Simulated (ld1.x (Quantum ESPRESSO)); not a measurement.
# u(r) = r·R(r): atom against pseudo-atom (C (Z = 6))

Columns: radius, all-electron u(r) and pseudo u(r) of the 2p shell (level -48.10 eV) of carbon in the configuration [He] 2s1 2p0; PBE, scalar-relativistic, ultrasoft scheme, ld1.x (Quantum ESPRESSO) 7.5.

| r (bohr) | all-electron | pseudo |
| --- | --- | --- |
| 0.065 | 0.0337 | 0.0123 |
| 0.130 | 0.1122 | 0.0484 |
| 0.195 | 0.2121 | 0.1060 |
| 0.260 | 0.3188 | 0.1815 |
| 0.325 | 0.4235 | 0.2702 |
| 0.390 | 0.5209 | 0.3668 |
| 0.455 | 0.6081 | 0.4658 |
| 0.520 | 0.6832 | 0.5619 |
| 0.585 | 0.7457 | 0.6503 |
| 0.650 | 0.7956 | 0.7273 |
| 0.715 | 0.8338 | 0.7904 |
| 0.780 | 0.8616 | 0.8380 |
| 0.845 | 0.8798 | 0.8701 |
| 0.910 | 0.8891 | 0.8876 |
| 0.975 | 0.8901 | 0.8923 |
| 1.040 | 0.8835 | 0.8865 |
| 1.105 | 0.8705 | 0.8725 |
| 1.170 | 0.8520 | 0.8528 |
| 1.235 | 0.8288 | 0.8290 |
| 1.300 | 0.8020 | 0.8020 |
| 1.365 | 0.7724 | 0.7724 |
| 1.430 | 0.7407 | 0.7407 |
| 1.495 | 0.7075 | 0.7075 |
| 1.560 | 0.6736 | 0.6736 |
| 1.625 | 0.6392 | 0.6392 |
| 1.690 | 0.6048 | 0.6048 |

**Question.** How many radial nodes do the two functions have?

**Answer.** The all-electron 2p function has n − l − 1 = 0; the pseudo-wave has 0.

**Question.** At about which radius was the pseudo-wave matched?

**Answer.** 1.30 bohr, where the columns begin to agree (steps of 0.07 bohr).

**Question.** Where does each function peak?

**Answer.** Outermost all-electron maximum near 0.97 bohr, pseudo maximum near 0.97 bohr (to the table’s step).

**Question.** Is the pseudo-wave norm-conserving?

**Answer.** No, it belongs to an ultrasoft set: the norm inside the radius is not constrained, and the difference is carried by the augmentation charge.
